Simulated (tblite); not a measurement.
Compound: C8H7N.
Bonds: C1–C2 (aromatic), C2–C3 (aromatic), C3–C4 (aromatic), C4–C5 (aromatic), C5–N6 (aromatic), N6–C7 (aromatic), C7–C8 (aromatic), C8–C9 (aromatic), C1–C9 (aromatic), C4–C8 (aromatic). Hydrogens: H10 on C1; H11 on C2; H12 on C3; H13 on C5; H14 on N6; H15 on C7; H16 on C9.

Computed geometry: GFN2-xTB, gas phase.

Question: What internal coordinates does the optimisation give?

Answer: 
| bond | length (pm) |
| --- | --- |
| C1–C2 | 141.5 |
| C3–C4, C8–C9 | 141.0 |
| C4–C5, C7–C8 | 138.6 |
| C5–N6, N6–C7 | 135.4 |
| C1–C9, C2–C3 | 136.3 |
| C4–C8 | 143.9 |
| C1–H10, C2–H11 | 108.1 |
| C3–H12, C9–H16 | 108.0 |
| C5–H13, C7–H15 | 107.1 |
| N6–H14 | 100.8 |

Bonds in one row agree within 1 pm and their mean is given. A selection of angles:
| angle | degrees |
| --- | --- |
| C2–C1–C9 | 121.5 |
| C2–C3–C4 | 118.6 |
| C3–C4–C5 | 133.5 |
| C3–C4–C8 | 119.8 |
| C5–C4–C8 | 106.7 |
| C4–C5–N6 | 107.6 |
| C5–N6–C7 | 111.3 |
| H14–N6–C5 | 124.3 |
| H14–N6–C7 | 124.3 |

N6 (pyrrole-type nitrogen) is planar (angles 124.3°, 124.3° and 111.3°, sum 360.0°, 0.00 Å off the plane of its three neighbours). The 5-membered ring C4–C5–N6–C7–C8 has internal angles of 106.7° to 111.3°; it is planar, 0.00 Å rms from its mean plane, widest ring torsion 0°. The 9 heavy atoms lie in one plane (0.001 Å rms). The C–C distances run from 1.363 Å (C2–C3, aromatic) to 1.439 Å (C4–C8, aromatic), a spread of 0.076 Å. The 6-membered ring C1–C2–C3–C4–C8–C9 has internal angles of 118.6° to 121.5° (sum 720°, against 720° for a flat polygon); it is planar, 0.00 Å rms from its mean plane, widest ring torsion 0°.

Point group: C2v (tolerance 0.08 Å). Its GFN2-xTB frequencies are all real (lowest 196 cm⁻¹).
